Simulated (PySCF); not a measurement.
Copper: a sound run and one with changed settings

Sound run: Cu⁺ [Ar] 3d10, Cu²⁺ [Ar] 3d9. All numbers are calculated (PySCF 2.14, the non-relativistic Hamiltonian (point nucleus), in 6-31G* (5s4p2d1f, 34 functions)). In the sound run the correlated levels freeze [Ar]. The sound run starts from symmetry-adapted Hartree-Fock orbitals and uses a fine grid where one is needed.

Changed run: scalar relativity by spin-free X2C-1e. This setting is unsound on purpose.

| species | method | sound run (hartree) | changed run (hartree) | converged |
| --- | --- | --- | --- | --- |
| Cu⁺ | UHF | -1638.35038 | -1649.81701 | yes |
| Cu⁺ | TPSS | -1639.83193 | -1651.29657 | yes |
| Cu⁺ | MN15 | -1640.07935 | -1651.54010 | yes |
| Cu⁺ | MP2 | -1638.59222 | -1650.05902 | yes |
| Cu²⁺ | UHF | -1637.78888 | -1649.25909 | yes |
| Cu²⁺ | TPSS | -1639.19109 | -1650.65957 | yes |
| Cu²⁺ | MN15 | -1639.42282 | -1650.88803 | yes |
| Cu²⁺ | MP2 | -1637.95171 | -1649.42175 | yes |

Ionisation energy of Cu⁺:

```csv
method,sound run (eV),changed run (eV)
UHF,15.279,15.182
TPSS,17.438,17.334
MN15,17.865,17.744
MP2,17.429,17.341
SCS-MP2,17.178,17.090
```

Most of the change in total energy is the relativistic energy itself. On top of that the contraction fixes the core shape for the Hamiltonian it was made with, so the changed run is not a good calculation with the other Hamiltonian either.

For comparison, NIST gives 20.292 eV between the lowest levels.
